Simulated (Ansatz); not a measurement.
CH8N2Si2 can be A, `N[SiH]1NC[SiH2]1`, or B, `N=C[SiH2][SiH2]N`.

Gas-phase electronic energies from Ansatz, PBE0-D4/def2-TZVP geometries. CCSD(T)/CBS is the MP2 limit (def2-TZVPP, def2-QZVPP) plus CCSD(T) − MP2 in def2-TZVPP, frozen cores. Functionals use def2-TZVPP. B3LYP here is the variant with VWN-RPA as its local correlation; programs differ in this. Each species was taken in one conformer, which may not be the lowest.

A:

```xyz
13

N     0.740    0.184    2.251
Si    0.075    0.696    0.763
N    -1.139   -0.351    0.130
C    -0.875   -0.675   -1.277
Si    0.846    0.164   -1.380
H     1.185   -0.710    2.375
H     0.998    0.846    2.963
H    -0.309    2.109    1.061
H    -2.012   -0.653    0.535
H    -1.598   -0.227   -1.968
H    -0.855   -1.755   -1.463
H     0.979    1.181   -2.460
H     1.966   -0.810   -1.530
```

B:

```xyz
13

N    -0.2826    0.4804   -1.8870
C    -1.2706    0.7463   -1.1325
Si   -1.1702    0.3633    0.7260
Si    0.7504   -0.9209    1.1174
N     1.9958   -0.2106    0.1732
H    -0.4639    0.7437   -2.8579
H    -2.1879    1.2047   -1.5337
H    -2.4320   -0.3353    1.1059
H    -1.1676    1.6728    1.4390
H     1.1314   -0.8740    2.5566
H     0.4117   -2.3499    0.8241
H     1.7390    0.0137   -0.7797
H     2.9466   -0.5342    0.2485
```

**Question.** Which isomer does CCSD(T)/CBS put lower? Give the gap. (An estimate is asked.)

**Answer.** The calculation gave: A, by 95.5 kJ/mol.

**Question.** Give E(B) − E(A) in kJ/mol with CCSD/def2-TZVPP, CCSD(T)/def2-TZVPP, PBE-D4, PBE0-D4, MP2/def2-TZVPP, ωB97M-V, B3LYP-D4. (An estimate is asked.)

**Answer.** The calculation gave: CCSD/def2-TZVPP 89.6, CCSD(T)/def2-TZVPP 88.6, PBE-D4 96.7, PBE0-D4 107.3, MP2/def2-TZVPP 104.4, ωB97M-V 100.0, B3LYP-D4 84.6. None reverses the order clearly.

Largest T1 diagnostic: 0.013.

From PBE to PBE0 (25 % exact exchange), in def2-TZVPP and without D4, E(B) − E(A) moves by +10.9 kJ/mol. In def2-TZVPP, CCSD(T) changes the Hartree–Fock value by +13.6 kJ/mol (the triples alone add −1.1 kJ/mol) and MP2 by +29.4 kJ/mol.
